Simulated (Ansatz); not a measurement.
Ansatz (a first-principles code) input (B3LYP-D3(BJ)/def2-TZVP):

Ansatz 0.2 input:
```yaml
crystal:
  periodic: [false, false, false]
  atoms:
    - {symbol: Hg, position_ang: [0.00000000, 0.00000000, 0.00000000]}
    - {symbol: Br, position_ang: [0.00000000, 0.00000000, 2.42485796]}
    - {symbol: Br, position_ang: [-0.00000000, -0.00000000, -2.42485796]}
basis:
  gaussian:
    orbitals: def2-TZVP
hamiltonian:
  xc: b3lyp
  dispersion: d3bj
phonons: {temperatures: {t_min: 298.15, t_max: 298.15, t_step: 100}}
```

Output:

```
Functional definition: B3LYP
integrals: 0.07 GiB planned
1245 factors; their error is unknown
mean field: 0.71 GiB planned
mean field evaluation 1: about -144272.0905 eV, gradient 2.6e1 eV
mean field evaluation 2: about -144269.3099 eV, gradient 4.4e1 eV
mean field evaluation 4: about -144273.9458 eV, gradient 5.7e-1 eV
mean field evaluation 8: about -144274.6546 eV, gradient 4.5e-1 eV
mean field evaluation 16: about -144274.6548 eV, gradient 1.2e-5 eV
mean field -144274.65475824 eV, -5301.9957694918 hartree, gradient 1.2e-5 eV, S^2 0.000000; 0 other end points of the search recorded, 0 dependent functions left out
the calculation of the forces begins
reference -144274.65498461 eV, -5301.9957778109 hartree; 45, 45 occupied and 94, 94 virtual orbitals, 1245 factors
these checks for a lower state are left out or cut short: stability, starts, cluster_reference, orbital_swaps, neighbouring_geometries, increment
integrals: 0.07 GiB planned
1245 factors; their error is unknown
mean field: 0.70 GiB planned
mean field -144274.65475395 eV, -5301.9957693343 hartree, gradient 1.6e-6 eV, S^2 0.000000; 0 other end points of the search recorded, 0 dependent functions left out
the calculation of the forces begins
reference -144274.65498033 eV, -5301.9957776534 hartree; 45, 45 occupied and 94, 94 virtual orbitals, 1245 factors
these checks for a lower state are left out or cut short: stability, starts, cluster_reference, orbital_swaps, neighbouring_geometries, increment
integrals: 0.07 GiB planned
1245 factors; their error is unknown
mean field: 0.70 GiB planned
mean field evaluation 32: about -144274.6548 eV, gradient 1.6e-6 eV
mean field -144274.65475395 eV, -5301.9957693343 hartree, gradient 1.6e-6 eV, S^2 0.000000; 0 other end points of the search recorded, 0 dependent functions left out
the calculation of the forces begins
reference -144274.65498033 eV, -5301.9957776534 hartree; 45, 45 occupied and 94, 94 virtual orbitals, 1245 factors
these checks for a lower state are left out or cut short: stability, starts, cluster_reference, orbital_swaps, neighbouring_geometries, increment
integrals: 0.07 GiB planned
1245 factors; their error is unknown
mean field: 0.70 GiB planned
mean field -144274.65475395 eV, -5301.9957693343 hartree, gradient 1.6e-6 eV, S^2 0.000000; 0 other end points of the search recorded, 0 dependent functions left out
the calculation of the forces begins
reference -144274.65498032 eV, -5301.9957776534 hartree; 45, 45 occupied and 94, 94 virtual orbitals, 1245 factors
these checks for a lower state are left out or cut short: stability, starts, cluster_reference, orbital_swaps, neighbouring_geometries, increment
integrals: 0.07 GiB planned
1245 factors; their error is unknown
mean field: 0.70 GiB planned
mean field -144274.65475395 eV, -5301.9957693343 hartree, gradient 1.6e-6 eV, S^2 0.000000; 0 other end points of the search recorded, 0 dependent functions left out
the calculation of the forces begins
reference -144274.65498033 eV, -5301.9957776534 hartree; 45, 45 occupied and 94, 94 virtual orbitals, 1245 factors
these checks for a lower state are left out or cut short: stability, starts, cluster_reference, orbital_swaps, neighbouring_geometries, increment
integrals: 0.07 GiB planned
1245 factors; their error is unknown
mean field: 0.71 GiB planned
mean field -144274.65468007 eV, -5301.9957666192 hartree, gradient 1.6e-6 eV, S^2 0.000000; 0 other end points of the search recorded, 0 dependent functions left out
the calculation of the forces begins
reference -144274.65490644 eV, -5301.9957749383 hartree; 45, 45 occupied and 94, 94 virtual orbitals, 1245 factors
these checks for a lower state are left out or cut short: stability, starts, cluster_reference, orbital_swaps, neighbouring_geometries, increment
integrals: 0.07 GiB planned
1245 factors; their error is unknown
mean field: 0.70 GiB planned
mean field evaluation 64: about -144274.6547 eV, gradient 1.6e-6 eV
mean field -144274.65468007 eV, -5301.9957666192 hartree, gradient 1.6e-6 eV, S^2 0.000000; 0 other end points of the search recorded, 0 dependent functions left out
the calculation of the forces begins
reference -144274.65490644 eV, -5301.9957749383 hartree; 45, 45 occupied and 94, 94 virtual orbitals, 1245 factors
these checks for a lower state are left out or cut short: stability, starts, cluster_reference, orbital_swaps, neighbouring_geometries, increment
integrals: 0.07 GiB planned
1245 factors; their error is unknown
mean field: 0.70 GiB planned
mean field -144274.65475718 eV, -5301.9957694530 hartree, gradient 1.6e-6 eV, S^2 0.000000; 0 other end points of the search recorded, 0 dependent functions left out
the calculation of the forces begins
reference -144274.65498355 eV, -5301.9957777721 hartree; 45, 45 occupied and 94, 94 virtual orbitals, 1245 factors
these checks for a lower state are left out or cut short: stability, starts, cluster_reference, orbital_swaps, neighbouring_geometries, increment
integrals: 0.07 GiB planned
1245 factors; their error is unknown
mean field: 0.70 GiB planned
mean field -144274.65475718 eV, -5301.9957694530 hartree, gradient 1.6e-6 eV, S^2 0.000000; 0 other end points of the search recorded, 0 dependent functions left out
the calculation of the forces begins
reference -144274.65498355 eV, -5301.9957777721 hartree; 45, 45 occupied and 94, 94 virtual orbitals, 1245 factors
these checks for a lower state are left out or cut short: stability, starts, cluster_reference, orbital_swaps, neighbouring_geometries, increment
integrals: 0.07 GiB planned
1245 factors; their error is unknown
mean field: 0.70 GiB planned
mean field -144274.65475718 eV, -5301.9957694530 hartree, gradient 1.6e-6 eV, S^2 0.000000; 0 other end points of the search recorded, 0 dependent functions left out
the calculation of the forces begins
reference -144274.65498355 eV, -5301.9957777721 hartree; 45, 45 occupied and 94, 94 virtual orbitals, 1245 factors
these checks for a lower state are left out or cut short: stability, starts, cluster_reference, orbital_swaps, neighbouring_geometries, increment
integrals: 0.07 GiB planned
1245 factors; their error is unknown
mean field: 0.70 GiB planned
mean field evaluation 96: about -144274.6548 eV, gradient 1.6e-6 eV
mean field -144274.65475718 eV, -5301.9957694530 hartree, gradient 1.6e-6 eV, S^2 0.000000; 0 other end points of the search recorded, 0 dependent functions left out
the calculation of the forces begins
reference -144274.65498355 eV, -5301.9957777721 hartree; 45, 45 occupied and 94, 94 virtual orbitals, 1245 factors
these checks for a lower state are left out or cut short: stability, starts, cluster_reference, orbital_swaps, neighbouring_geometries, increment
integrals: 0.07 GiB planned
1245 factors; their error is unknown
mean field: 0.71 GiB planned
mean field -144274.65477577 eV, -5301.9957701362 hartree, gradient 1.6e-6 eV, S^2 0.000000; 0 other end points of the search recorded, 0 dependent functions left out
the calculation of the forces begins
reference -144274.65500218 eV, -5301.9957784565 hartree; 45, 45 occupied and 94, 94 virtual orbitals, 1245 factors
these checks for a lower state are left out or cut short: stability, starts, cluster_reference, orbital_swaps, neighbouring_geometries, increment
integrals: 0.07 GiB planned
1245 factors; their error is unknown
mean field: 0.71 GiB planned
mean field -144274.65466239 eV, -5301.9957659694 hartree, gradient 1.6e-6 eV, S^2 0.000000; 0 other end points of the search recorded, 0 dependent functions left out
the calculation of the forces begins
reference -144274.65488873 eV, -5301.9957742873 hartree; 45, 45 occupied and 94, 94 virtual orbitals, 1245 factors
Total energy: -144274.83306036 eV, -5302.0023219742 hartree
Atom 0 at     0.000000     0.000000     0.000000 Å, force     0.000000    -0.000000    -0.000000 eV/Å
Atom 1 at     0.000000     0.000000     2.424858 Å, force    -0.000000     0.000000    -0.000003 eV/Å
Atom 2 at    -0.000000    -0.000000    -2.424858 Å, force    -0.000000     0.000000     0.000003 eV/Å
Dipole moment:    -0.000000     0.000000     0.000000 e Å
Vibrations: 64.84 64.84 206.44 276.65 cm⁻¹, zero-point energy 0.037987 eV
```
